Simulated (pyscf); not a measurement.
O=Re(=O)(=O)–SH, singlet

Gas-phase minimum from PySCF at ωB97X-D3(BJ)/def2-SVP, one conformer. 

SMILES: [O]=[Re](=[O])(=[O])[SH]
```xyz
6

O      0.9798     1.4594    -0.8652
Re     0.5765     0.2304     0.2202
O      0.7463     0.7412     1.8221
O     -0.9995    -0.3256    -0.0316
S      2.0755    -1.4712    -0.2149
H      1.5532    -2.2933     0.7218
```

Bonded distances (Å): O1–Re2 1.689, Re2–O3 1.690, Re2–O4 1.690, Re2–S5 2.309, S5–H6 1.351. Bond angles (°): O1–Re2–O3 111.4, O1–Re2–O4 111.5, O1–Re2–S5 105.1, O3–Re2–O4 109.5, O3–Re2–S5 109.6, O4–Re2–S5 109.6, Re2–S5–H6 93.8.

Properties at ωB97X-D3(BJ)/def2-SVP:

```yaml
harmonic_wavenumbers_unscaled: 158, 178, 213, 281, 349, 352, 425, 710, 1044, 1047, 1090, 2736 cm⁻¹
zero_point_energy: 12.3 kcal/mol
rotational_symmetry_number: 1
Entropy of this conformer at 298 K and 1 atm, rigid rotor and harmonic oscillator, modes under 100 cm⁻¹ raised to 100: 343.7 J/(mol K)
dipole_moment: 2.45 D
```

Single-point totals, which compare only within one level:

```csv
level,total energy (hartree)
ωB97X-D3(BJ)/def2-TZVP,-703.06632
PBE/def2-TZVP,-702.70334
r²SCAN/def2-TZVP,-702.94909
B3LYP-D3(BJ)/def2-TZVP,-703.06650
PBE0-D3(BJ)/def2-TZVP,-702.62769
M06-2X/def2-TZVP,-702.74936
ωB97M-D3(BJ)/def2-TZVP,-703.04549
```

Soft torsions are taken as harmonic, which can shift the entropy by several J/(mol K). Elements past Kr carry the def2 core potentials, without spin-orbit coupling.
